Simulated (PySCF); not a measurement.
## Correlation energy of Tb⁺ (terbium, charge +1)

[Xe] 4f9 6s1, one real determinant. Computed with PySCF 2.14 in cc-pVDZ-X2C (8s7p5d3f1g, 84 functions), with scalar relativity by spin-free X2C-1e. Frozen: [Kr] 4d10; 18 electrons correlated.

| level | correlation energy (mhartree) |
| --- | --- |
| CCSD | -556.62 |
| (T) | -21.19 |
| CCSD(T) | -577.81 |

Diagnostics: T1 = 0.017, D1 = 0.0451, largest double amplitude 0.036.

The real determinant used has ⟨L²⟩ near 24 against 30 for a pure H term, so it mixes terms. Spin-orbit coupling, absent here, splits the open shell strongly.

Cost of the coupled-cluster step: roughly 50 core-seconds, for 18 correlated electrons.

Iterations:

```
CC2 = 0
CCSD nocc = (np.int64(12), np.int64(6)), nmo = (61, 61)
frozen orbitals [[0, 1, 2, 3, 4, 5, 6, 7, 8, 9, 10, 11, 12, 13, 14, 15, 16, 17, 18, 19, 20, 21, 22], [0, 1, 2, 3, 4, 5, 6, 7, 8, 9, 10, 11, 12, 13, 14, 15, 16, 17, 18, 19, 20, 21, 22]]
max_cycle = 100
direct = 0
conv_tol = 1e-08
conv_tol_normt = 1e-06
diis_space = 8
diis_start_cycle = 0
Init t2, MP2 energy = -0.603152162669513
Init E_corr(UCCSD) = -0.603152162670615
cycle = 1  E_corr(UCCSD) = -0.527580176685789  dE = 0.075571986  norm(t1,t2) = 0.118675
cycle = 2  E_corr(UCCSD) = -0.560321077185751  dE = -0.0327409005  norm(t1,t2) = 0.0502861
cycle = 3  E_corr(UCCSD) = -0.55521365731939  dE = 0.00510741987  norm(t1,t2) = 0.0370025
cycle = 4  E_corr(UCCSD) = -0.555396571419882  dE = -0.0001829141  norm(t1,t2) = 0.00932612
cycle = 5  E_corr(UCCSD) = -0.556310529507935  dE = -0.000913958088  norm(t1,t2) = 0.00431815
cycle = 6  E_corr(UCCSD) = -0.556376830586219  dE = -6.63010783e-05  norm(t1,t2) = 0.00319176
cycle = 7  E_corr(UCCSD) = -0.556290105992206  dE = 8.6724594e-05  norm(t1,t2) = 0.0025886
cycle = 8  E_corr(UCCSD) = -0.55642031105455  dE = -0.000130205062  norm(t1,t2) = 0.0020151
cycle = 9  E_corr(UCCSD) = -0.556638393950082  dE = -0.000218082896  norm(t1,t2) = 0.00126334
cycle = 10  E_corr(UCCSD) = -0.556633544324832  dE = 4.84962525e-06  norm(t1,t2) = 0.000670957
cycle = 11  E_corr(UCCSD) = -0.55660152064542  dE = 3.20236794e-05  norm(t1,t2) = 0.000366632
cycle = 12  E_corr(UCCSD) = -0.556630806591574  dE = -2.92859462e-05  norm(t1,t2) = 0.000210452
cycle = 13  E_corr(UCCSD) = -0.556617364776012  dE = 1.34418156e-05  norm(t1,t2) = 0.00010741
cycle = 14  E_corr(UCCSD) = -0.556620156383829  dE = -2.79160782e-06  norm(t1,t2) = 6.55981e-05
cycle = 15  E_corr(UCCSD) = -0.556622484560712  dE = -2.32817688e-06  norm(t1,t2) = 4.03456e-05
cycle = 16  E_corr(UCCSD) = -0.556622108714711  dE = 3.75846001e-07  norm(t1,t2) = 2.6362e-05
cycle = 17  E_corr(UCCSD) = -0.556622949121849  dE = -8.40407139e-07  norm(t1,t2) = 1.68987e-05
cycle = 18  E_corr(UCCSD) = -0.556622892079844  dE = 5.70420058e-08  norm(t1,t2) = 8.48511e-06
cycle = 19  E_corr(UCCSD) = -0.556622661197488  dE = 2.30882356e-07  norm(t1,t2) = 7.07922e-06
cycle = 20  E_corr(UCCSD) = -0.556622510512603  dE = 1.50684885e-07  norm(t1,t2) = 4.65279e-06
cycle = 21  E_corr(UCCSD) = -0.55662257196182  dE = -6.1449217e-08  norm(t1,t2) = 3.68224e-06
cycle = 22  E_corr(UCCSD) = -0.556622245285842  dE = 3.26675978e-07  norm(t1,t2) = 2.7787e-06
cycle = 23  E_corr(UCCSD) = -0.55662224408554  dE = 1.20030175e-09  norm(t1,t2) = 1.82248e-06
cycle = 24  E_corr(UCCSD) = -0.556622210821894  dE = 3.32636462e-08  norm(t1,t2) = 1.06152e-06
cycle = 25  E_corr(UCCSD) = -0.556622159681043  dE = 5.11408509e-08  norm(t1,t2) = 5.63262e-07
cycle = 26  E_corr(UCCSD) = -0.556622158780356  dE = 9.00686858e-10  norm(t1,t2) = 3.4148e-07
UCCSD converged
E(UCCSD) = -11704.47020574631  E_corr = -0.5566221587803564
UCCSD(T) correction = -0.0211915966271462
```

The reference is one real determinant that mixes LS terms of this configuration.
